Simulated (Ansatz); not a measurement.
A search over several starts for the lowest SCF solution of the cluster Nb₂S₂⁺ at the given spin, in a small basis.

```yaml
crystal:
  periodic: [false, false, false]
  atoms:
    - {symbol: Nb, position_ang: [-0.142507, 1.209283, -0.358202]}
    - {symbol: Nb, position_ang: [0.706743, -0.912147, -0.530775]}
    - {symbol: S, position_ang: [1.061618, 0.305900, 1.449276]}
    - {symbol: S, position_ang: [-1.625864, -0.603045, -0.560298]}
basis:
  gaussian: {orbitals: def2-SVP, initial_orbitals: start.molden}
total_charge: 1
magnetization: {spin_polarized: true, initial_magnetization: 1}
hamiltonian: {xc: pbe0, dispersion: d4}
output: {orbitals: {seedname: orbitals}}
```

The file start.molden holds the orbitals of an earlier run on this structure, at another level or in another basis.

```sh
$ ansatz run in.yaml --threads 4 --pin off --events-out ev --progress --plain --max-ram 3916MiB
```

Output, abridged:

```
Functional definition: PBE0
970 factors; integrals over basis functions are off by at most 7.4e-4 eV
mean field evaluation 1: about -24750.8613 eV, gradient 4.6e0 eV
mean field evaluation 2: about -24750.9810 eV, gradient 1.8e-1 eV
mean field evaluation 4: about -24751.0696 eV, gradient 3.4e-3 eV
mean field evaluation 8: about -24751.0696 eV, gradient 5.9e-5 eV
mean field evaluation 16: about -24749.7142 eV, gradient 1.5e1 eV
mean field evaluation 32: about -24751.0696 eV, gradient 6.7e-4 eV
mean field evaluation 64: about -24750.2484 eV, gradient 4.8e0 eV
mean field -24751.06961701 eV, -909.5850315475 hartree, gradient 1.6e-5 eV, S^2 0.759711; 7 other end points of the search recorded, 0 dependent functions left out
reference -24751.06966081 eV, -909.5850331573 hartree; 29, 28 occupied and 69, 70 virtual orbitals, 970 factors
Total energy: -24751.24244844 eV, -909.5913829856 hartree
```

Run time 6 s (4 threads of Intel Xeon 6975P-C on a shared host).

In the def2 sets Nb takes a core potential; there is no spin–orbit coupling. The structure comes from a short search, and lower isomers may exist.
